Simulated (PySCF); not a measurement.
**Nitrogen: a sound run and one with changed settings**

Sound run: N²⁺ [He] 2s2 2p1, N³⁺ [He] 2s2. Computed with PySCF 2.14 in x2c-TZVPall (5s3p2d1f, 31 functions), with scalar relativity by spin-free X2C-1e. The sound run starts from symmetry-adapted Hartree-Fock orbitals and uses a fine grid where one is needed.

Changed run: radial step 1.2 in ln r (0.13 in the sound run). This setting is unsound on purpose.

```csv
species,method,sound run (hartree),changed run (hartree),converged
N²⁺,UHF,-52.84834,-52.84834,yes
N²⁺,PBE,-52.92308,-52.81677,yes
N²⁺,M06-2X,-52.99258,-52.96131,yes
N³⁺,UHF,-51.11037,-51.11037,yes
N³⁺,PBE,-51.15844,-51.11015,yes
N³⁺,M06-2X,-51.24324,-51.23088,yes
```

Ionisation energy of N²⁺:

| method | sound run (eV) | changed run (eV) |
| --- | --- | --- |
| UHF | 47.293 | 47.293 |
| PBE | 48.018 | 46.439 |
| M06-2X | 47.602 | 47.087 |

A coarse radial grid mis-integrates the density and the exchange-correlation energy, with errors of either sign; Hartree-Fock needs no grid.

For comparison, NIST gives 47.445 eV between the lowest levels.
